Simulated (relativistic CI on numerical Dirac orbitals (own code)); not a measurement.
**Slater and spin-orbit integrals, P VI**

Computed by Dirac-Coulomb-Breit CI, separate exchange-only KLI orbitals for each configuration, model QED (radiative potential, 1s self-energy scaled to tabulated hydrogen-like ionisation energies), valence Slater integrals scaled by 0.85, P86 correlation energy added to each configuration (own radial code, finite nucleus).

Slater integrals F^k, G^k are unscaled and averaged over j, outside the closed core 1s2; ζ comes from projecting the Hamiltonian with its Breit term on Σ l·s of the shell.

- 2s²2p⁵3s: ζ(2p) = 4769, G^1(2p,3s) = 15403 cm⁻¹; <r>(2p) = 0.4604, <r^2>(2p) = 0.2626, <r>(3s) = 1.47, <r^2>(3s) = 2.456 (bohr units).
- 2s²2p⁵3p: ζ(2p) = 4771.3, F^2(2p,3p) = 35054, G^0(2p,3p) = 14445, G^2(2p,3p) = 14818, ζ(3p) = 684.79 cm⁻¹; <r>(2p) = 0.4607, <r^2>(2p) = 0.2631, <r>(3p) = 1.552, <r^2>(3p) = 2.765 (bohr units).
- 2s²2p⁵3d: ζ(2p) = 4793.8, F^2(2p,3d) = 32753, G^1(2p,3d) = 23925, G^3(2p,3d) = 13552, ζ(3d) = 9.7618 cm⁻¹; <r>(2p) = 0.4601, <r^2>(2p) = 0.2624, <r>(3d) = 1.603, <r^2>(3d) = 2.991 (bohr units).

Averages of the first 10 configurations, taken without configuration mixing, which lowers the lowest level and can move excited configurations by several eV; other configurations of the list can lie among them:

| Configuration | Parity | States | Average energy above the lowest level (eV) |
| --- | --- | --- | --- |
| 2s²2p⁶ | even | 1 | 0.1 |
| 2s²2p⁵3s | odd | 12 | 135.8 |
| 2s²2p⁵3p | even | 36 | 147.9 |
| 2s²2p⁵3d | odd | 60 | 163.4 |
| 2s²2p⁵4s | odd | 12 | 178.5 |
| 2s²2p⁵4p | even | 36 | 183.0 |
| 2s2p⁶3s | even | 4 | 195.1 |
| 2s²2p⁵4d | odd | 60 | 188.5 |
| 2s²2p⁵4f | even | 84 | 190.0 |
| 2s2p⁶3p | odd | 12 | 206.6 |
